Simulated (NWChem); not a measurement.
A series in which one site is exchanged, each optimised at PBE0/def2-SVP with NWChem, gas phase unless a solvent is named. For some, no frequency run checked for a minimum. def2 effective core potentials on Zr; no spin-orbit coupling.

A: [F][Ti]([Cl])([Cl])[Cl] (TiCl3F; site = Ti)
B: [F][Zr]([Cl])([Cl])[Cl] (ZrCl3F; site = Zr)
C: [F][Ge]([Cl])([Cl])[Cl] (GeCl₃F; site = Ge)
D: ClC(Cl)(Cl)F (CCl$_{3}$F; site = C)

Problem. Rank them by lowest singlet excitation, CAM-B3LYP/def2-SVPD, TDA (eV), lowest first.

Solution. A (4.50), B (6.04), C (6.25), D (6.50)
